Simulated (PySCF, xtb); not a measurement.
TeF₃, SMILES F[Te](F)F, multiplicity 2.

Harmonic wavenumbers (cm⁻¹) from GFN2-xTB run with xtb 6.7.1 at its own minimum, in rising order: 84, 185, 269, 430, 443, 498.

**Question.** What does B3LYP-D3(BJ)/def2-SVP (PySCF 2.14.0) give at its own minimum? (The exact figures need the calculation; the answer reports its results.)

**Answer.** 38, 173, 271, 569, 600, 656. Paired by order, the mean absolute difference is 86 cm⁻¹ and the zero-point energies are 2.7 and 3.3 kcal/mol.
